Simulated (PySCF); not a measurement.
Below is a simulated gas-phase C 1s photoelectron spectrum of `C=C[CH2][GaH2]`.

Every computed line was given a Gaussian of 1.0 eV full width at half maximum and an area set by the number of equivalent atoms; the highest printed point is 100. Computed, not measured: delta-SCF UKS SCAN, pcX-2 on the ionised atom, pcseg-1 elsewhere, spin-free X2C in PySCF 2.14.0.

```tsv
binding energy (eV)	intensity
288.2	0
288.3	0
288.4	0
288.5	1
288.6	2
288.7	3
288.8	5
288.9	8
289.0	12
289.1	18
289.2	26
289.3	35
289.4	44
289.5	55
289.6	66
289.7	76
289.8	85
289.9	92
290.0	97
290.1	100
290.2	100
290.3	97
290.4	91
290.5	82
290.6	72
290.7	60
290.8	48
290.9	37
291.0	27
291.1	19
291.2	12
291.3	8
291.4	5
291.5	3
291.6	1
291.7	1
291.8	0
291.9	0
```

Task: How many maxima does the curve show, and how many computed lines lie under it?

Result: The curve has 1 maximum (at 290.1 eV). Under it lie 3 lines from 3 inequivalent carbon sites. At this width some lines have no maximum of their own.

Task: Decompose the envelope and assign each component. Numbering: `[CH2:1]=[CH:2][CH2:3][GaH2:4]`.

Result: 
```tsv
position (eV)	relative area	line	atoms	environment
289.70	1	C 1s	C1	terminal =CH2 carbon
290.16	1	C 1s	C3	allylic carbon
290.48	1	C 1s	C2	alkene CH carbon
```

The listed C 1s values span 0.78 eV, from C1 (bonded to C (double bond) and 2 H) to C2 (bonded to C (double bond), C and H). The widest gap between neighbouring values is 0.46 eV, between 289.70 and 290.16 eV.

No satellites, vibrations or lifetime broadening are included. The unrestricted hole states depart most from a pure doublet (⟨S²⟩ = 0.75; over 0.85 named) for C 1s of C2 (0.86), which makes this value less certain. One conformer (not necessarily the lowest) at the PBE0-D3(BJ)/def2-SVP geometry, without solvent, vibrations or thermal averaging.

Shape of the structure used: `[CH2:1]=[CH:2][CH2:3][GaH2:4]`: C1–C2–C3–Ga4 104°.
